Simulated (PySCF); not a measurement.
Polarisability and C₆ of Ga⁺ (gallium, charge +1)

[Ar] 3d9 4s2 4p1, one real determinant (an excited configuration). Computed with PySCF 2.14 in aug-cc-pV5Z-PP with ECP10MDF, with scalar relativity through the core potential. Coupled (time-dependent) response in atomic units; α is the mean over directions.

```csv
method,mean α (bohr³),"α xx, yy, zz",C₆ (like pair),S(−4)
M06-L,19.19,"18.11, 18.11, 21.37",114.0,131.9
```

S(−4) is the Cauchy moment in α(ω) = α(0) + S(−4) ω² + …

Spin-orbit coupling is absent.

α(iu) at M06-L:

| u (hartree) | α(iu) (bohr³) |
| --- | --- |
| 0 | 19.19 |
| 0.0500 | 18.87 |
| 0.100 | 17.97 |
| 0.200 | 15.17 |
| 0.300 | 12.17 |
| 0.500 | 7.685 |
| 0.750 | 4.698 |
| 1.00 | 3.181 |
| 1.50 | 1.798 |
| 2.00 | 1.196 |
| 3.00 | 0.6681 |
| 5.00 | 0.3066 |

A single London oscillator, α(iu) = α/(1 + u²/ω²), gives C₆ = (3/4) ω α². Matching the computed C₆ needs ω = 4 × 114.0 / (3 × 19.19²) = 0.413 hartree.

For an ion, C₆ is the dispersion term alone; charge-induced terms of lower order in 1/R come first.

The components differ because the open shell of this determinant is not spherical; for a pure term their mean is the scalar polarisability.

⟨L²⟩ = 8.02 against 12 for a pure F term, so this real determinant mixes terms. Energies and moments cover only the electrons outside the core potential.
